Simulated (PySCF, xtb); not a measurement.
Te(H)(SH) (H₂STe), SMILES [TeH]S.

Harmonic wavenumbers (cm⁻¹) from GFN2-xTB run with xtb at its own minimum, in rising order: 260, 366, 612, 746, 1913, 2425.

What does PySCF with PBE-D3(BJ)/def2-TZVP give at its own minimum? (Estimate from the structure and the level; the computed values follow.)

348, 367, 628, 753, 2015, 2590. Paired by order, the mean absolute difference is 63 cm⁻¹ and the zero-point energies are 9.0 and 9.6 kcal/mol.
